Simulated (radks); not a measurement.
Q: The mean radii <r> (bohr) of the occupied orbitals of an atom or ion are listed with their occupations. Method: scalar-relativistic Kohn-Sham, B86b exchange with PBE correlation, spin-polarised, spherical densities, finite nucleus; Fermi nuclear charge, rms radius of each element as measured or else 0.836 A^(1/3) + 0.57 fm; computed with a radial shooting solver on a logarithmic mesh with Libxc functionals.

orbital  occ.     <r>
1s up       1  0.1579
1s down     1  0.1578
2s up       1  0.8603
2s down     1  0.8679
2p up       3  0.8752
2p down     2  0.8923

Name the element and its charge. Open shells, if any, are filled with parallel spins first.

A: Z = 10, neon, charge +1: Ne+ in [He] 2s2 2p5. The 1s radius gives Z: for a bare nucleus <r> = (2 gamma + 1)/(2Z) with gamma = sqrt(1 - (Z/c)^2), 0.1497 bohr for Z = 10, and screening makes it slightly larger (0.1579 here). The occupations add up to 9, and the charge is Z minus that.
